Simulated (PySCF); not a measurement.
Computed shifts of a molecule C₂H₉NOSi₂, PBE/pcSseg-1 run with PySCF, GIAO, gas phase, atoms alike by connectivity averaged where their shifts nearly agree, in ppm (number of nuclei): ¹³C: 152.1 (1), 99.9 (1). ²⁹Si: -25.6 (1), -50.0 (1). ¹⁵N: 34.6 (1). ¹H: 6.99 (1), 5.28 (2), 5.17 (3), 5.07 (1), 4.68 (1), 0.59 (1). References: ¹³C against TMS (σ = 182.0 ppm); ¹⁷O against H2O (σ = 334.3 ppm); ²⁹Si against TMS (σ = 335.4 ppm); ¹⁵N against NH3 (σ = 267.0 ppm); ¹H against TMS (σ = 31.49 ppm), references at their B3LYP-D3(BJ)/def2-TZVP geometries, non-relativistic. Geometry: B3LYP-D3(BJ)/def2-SVP. One conformer was computed; it need not be the lowest.

Q: Pick the molecule that these values belong to.
A) C[Si@@H]1CO[SiH2]N1
B) C=CO[SiH2]N[SiH3]
C) OC/C=N\[SiH2][SiH3]
D) C[Si@H]1OC[Si@@H]1N

A: B, C=CO[SiH2]N[SiH3]
